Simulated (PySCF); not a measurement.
## ethylcyclopentane: calculation and literature

Cartesian coordinates in Å; atom numbers follow the order of the lines, from 1:
```xyz
21

C     2.658   -0.465    0.206
C     1.566    0.552   -0.100
C     0.221    0.162    0.510
C    -0.836    1.265    0.370
C    -2.157    0.508    0.426
C    -1.879   -0.716   -0.444
C    -0.416   -1.081   -0.147
H     2.391   -1.445   -0.181
H     2.806   -0.553    1.280
H     3.601   -0.163   -0.245
H     1.863    1.527    0.295
H     1.454    0.655   -1.182
H     0.374   -0.035    1.576
H    -0.733    1.754   -0.601
H    -0.747    2.023    1.148
H    -3.000    1.096    0.063
H    -2.367    0.201    1.452
H    -1.992   -0.446   -1.495
H    -2.560   -1.539   -0.235
H     0.107   -1.346   -1.066
H    -0.361   -1.938    0.524
```

Method: geometry: GFN2-xTB, σ from GIAO-PBE0/pcSseg-1, in PySCF (one averaged value for each set of equivalent atoms, one computed conformer, isolated molecule, non-relativistic Hamiltonian).

Reference values: measured (solution, not stated per compound (mostly CDCl3 or CCl4); Pretsch, Buehlmann, Badertscher, Structure Determination of Organic Compounds, 4th ed. (2009)).
```json
{"atoms": "C3", "quantity": "δ 13C", "reference": "42.3", "computed": "44.9", "computed, scaled": "41.7"}
{"atoms": "C4/C7", "quantity": "δ 13C", "reference": "32.6", "computed": "35.8", "computed, scaled": "32.9"}
{"atoms": "C5/C6", "quantity": "δ 13C", "reference": "25.4", "computed": "30.3", "computed, scaled": "27.4"}
```

Computed shifts are σ(ref) − σ with the named reference compound (TMS for H and C) calculated as an isolated molecule at the same level. The measured values may be among those fitted. Expected solution values come from regression of measured δ (H and C: mostly CDCl3, vs TMS) on computed σ: 13C (scatter 2.1 ppm rms, 2.3 ppm with the 2 outliers that the fit left out). A few per cent of atoms miss by over 2 rms, more outside the fitted compound classes.

Question: How far are the unscaled 13C shifts from the references?

Answer: Mean signed difference +3.57 ppm, mean absolute 3.57 ppm over 3 comparisons; the largest is +4.9 ppm at C5/C6 (sp3 CH2 in a ring).
